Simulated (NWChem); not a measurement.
Molecule: CdSiH3OCl; SMILES [SiH3][O][Cd][Cl]

```xyz
7

Cd     0.1257    -0.3904     0.0005
Cl    -0.2459    -2.6290    -0.0006
O      0.5365     1.5217    -0.0014
Si    -0.3132     2.9331    -0.0001
H     -1.2109     3.0501    -1.1981
H      0.6406     4.0837    -0.0145
H     -1.1881     3.0613     1.2135
```
Atoms are numbered in this order, from 1.

Coordinates come from a PBE0/def2-SVP optimisation. No frequency run checked for a minimum. def2 effective core potentials on Cd; no spin-orbit coupling.

Problem. List the 4 lowest vertical singlet excitations from CAM-B3LYP/def2-SVPD with def2 effective core potentials on Cd, TDA (NWChem).

Solution. 
```csv
state,energy (eV),oscillator strength,leading excitation (squared amplitude)
S1,5.13,0.001,HOMO → LUMO (0.90)
S2,5.47,0.026,HOMO−1 → LUMO (0.74)
S3,5.82,0.027,HOMO−3 → LUMO (0.92)
S4,5.87,0.041,HOMO−2 → LUMO (0.76)
```
